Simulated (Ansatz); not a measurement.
C2H5As, SMILES `C1C[AsH]1`. Charge 0, multiplicity 1. All single points use the PBE0-D4/def2-TZVP geometry.

```xyz
8

C    -0.693   -0.449   -0.090
C     0.059    0.709    0.429
As    1.228   -0.885    0.193
H    -1.025   -0.434   -1.120
H    -1.359   -0.970    0.588
H    -0.086    0.990    1.465
H     0.258    1.540   -0.236
H     1.619   -0.501   -1.230
```

Problem. What is the dipole moment at ωB97M-V/def2-TZVPP? (An estimate is asked.)

Solution. Ansatz gave: 0.98 D, with components (-0.78, 0.58, -0.16) D in this frame, pointing from negative to positive charge.

Problem. And with PBE, r2SCAN, B3LYP? (An estimate is asked.)

Solution. The calculation gave: PBE 1.00 D, r2SCAN 1.15 D, B3LYP 0.99 D.

Problem. Give the Mulliken charges with ωB97M-V, r2SCAN, PBE in def2-TZVPP. (An estimate is asked.)

Solution. The calculation gave: 
```tsv
atom	ωB97M-V	r2SCAN	PBE
C1	-0.28	-0.18	-0.23
C2	-0.28	-0.18	-0.23
As3	0.06	0.06	0.06
H4	0.13	0.09	0.11
H5	0.13	0.09	0.11
H6	0.13	0.09	0.11
H7	0.13	0.09	0.11
H8	-0.01	-0.05	-0.03
```

B3LYP here is the variant with VWN-RPA as its local correlation; programs differ in this.
